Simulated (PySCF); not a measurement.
ClGe, SMILES [Cl][Ge] (connectivity only; charge and spin as stated), charge +1, multiplicity 1. Atoms are numbered in the order given.

```xyz
2

Cl     0.0000     0.0000    -1.3563
Ge     0.0000     0.0000     0.7205
```
Charge +1, spin multiplicity 1.

The structure is a stationary point at B3LYP-D3(BJ)/def2-TZVP. The multiplicity is an assumed one; other spin states were not compared.

Level of theory: TDDFT-LC-ωPBE/def2-TZVPD in PySCF.

Vertical excitations; the highest root listed may be one member of a degenerate set. Isolated molecule, no solvent. State labels are in the subgroup C2v.

Task: List the lowest excited states. (Estimate from the structure and the level; the computed values follow.)

Result: 
```csv
state,symmetry,energy (eV),λ (nm),f,main pairs
S1,B1,5.28,235,0.041,HOMO→LUMO (degenerate set)
S2,B2,5.28,235,0.041,HOMO→LUMO+1 (degenerate set)
S3,A2,5.56,223,0.000,"HOMO−2→LUMO+1 49 %, HOMO−1→LUMO 49 %"
S4,A1,5.70,217,0.000,"HOMO−2→LUMO, HOMO−1→LUMO+1 (degenerate set)"
S5,A2,5.70,217,0.000,"HOMO−1→LUMO, HOMO−2→LUMO+1 (degenerate set)"
S6,A1,6.87,180,0.059,"HOMO−1→LUMO+1 43 %, HOMO−2→LUMO 43 %, HOMO→LUMO+2 12 %"
S7,B1,9.13,136,0.008,HOMO−2→LUMO+2 (degenerate set)
S8,B2,9.13,136,0.008,HOMO−1→LUMO+2 (degenerate set)
S9,A1,10.39,119,1.650,HOMO→LUMO+2 85 %
S10,B1,11.19,111,0.079,HOMO−3→LUMO 81 %
T1,B1,3.86,321,0,HOMO→LUMO (degenerate set)
T2,B2,3.86,321,0,HOMO→LUMO+1 (degenerate set)
T3,A1,5.01,247,0,"HOMO−2→LUMO 49 %, HOMO−1→LUMO+1 49 %"
T4,A1,5.25,236,0,"HOMO−1→LUMO+1 49 %, HOMO−2→LUMO 49 %"
```
Triplets are in the Tamm–Dancoff approximation, which puts them higher than full response would, so one can lie above its singlet here.
